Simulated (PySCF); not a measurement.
SeO2F2, singlet: structure and spectrum

Computed with PBE in PySCF with Se def2-SVP, O def2-SVP, F def2-SVP; no relativity; density-fitted integrals.

The structure is a minimum.

```xyz
5
charge 0 multiplicity 1, angstrom
Se    0.0000    0.0000    0.1533
O     1.4361    0.0000    0.8634
O    -1.4361    0.0000    0.8634
F     0.0000    1.2765   -1.0488
F     0.0000   -1.2765   -1.0488
```

| Item | Value |
| --- | --- |
| Point group | C2v |
| Bond lengths | Se–F 1.753 Å (×2), Se–O 1.602 Å (×2) |
| Bond angles | F–Se–F 93.4°, F–Se–O 107.7° (×4), O–Se–O 127.4° |
| Heat capacity Cp at 298.15 K | 79.5 J/(mol K) |
| Zero-point energy | 28.5 kJ/mol |
| Principal polarisabilities | 24.4, 27.5, 33.2 bohr³ |
| Rotational constants | 0.1318, 0.1302, 0.1263 cm⁻¹ |
| Principal quadrupole moments (Buckingham, traceless) about the centre of mass | -3.05, 0.39, 2.66 D Å |
| Lowest empty level | -4.39 eV |
| Rotational symmetry number | 2 |
| Highest occupied level | -8.57 eV |
| Entropy at 298.15 K and 1 bar | 309.8 J/(mol K) |
| Atomisation energy without zero-point energy | 1518 kJ/mol |
| Enthalpy at 298.15 K above 0 K | 16.50 kJ/mol |
| Dipole moment | 0.25 D |

Harmonic modes (masses in u: Se 79.917, O 15.995, F 18.998):
| symmetry | ω (cm⁻¹) | IR (km/mol) | μ (u) |
| --- | --- | --- | --- |
| a2 | 245 | 0.0 | 17.42 |
| a1 | 245 | 0.0 | 18.09 |
| b1 | 312 | 26.5 | 20.14 |
| a1 | 324 | 28.3 | 19.98 |
| b2 | 329 | 26.3 | 20.70 |
| a1 | 649 | 73.3 | 21.30 |
| b1 | 654 | 97.7 | 23.02 |
| a1 | 956 | 42.4 | 17.48 |
| b2 | 1046 | 78.7 | 20.08 |

In C2v the vibrations span a2 + 4a1 + 2b1 + 2b2. The a2 mode carries no infrared intensity, as symmetry demands.

Charges (e):
```json
{"atom": "Se1", "Mulliken": "1.27", "Löwdin": "1.06", "polar tensor": "2.07", "Mayer order to Se1": "–"}
{"atom": "O2,3", "Mulliken": "-0.37", "Löwdin": "-0.33", "polar tensor": "-0.51", "Mayer order to Se1": "1.74"}
{"atom": "F4,5", "Mulliken": "-0.27", "Löwdin": "-0.20", "polar tensor": "-0.52", "Mayer order to Se1": "0.88"}
```

Mulliken populations on Se1: s 7.42, p 14.59, d 10.72.

Counting electrons, selenium keeps none of its valence electrons outside its bonds, so the VSEPR class is AX4 and the expected shape is tetrahedral; with unlike ligands the computed point group is C2v.

This need not be the most stable arrangement of these atoms.

The final relaxation and frequency run took about 4 core-minutes on a shared host.
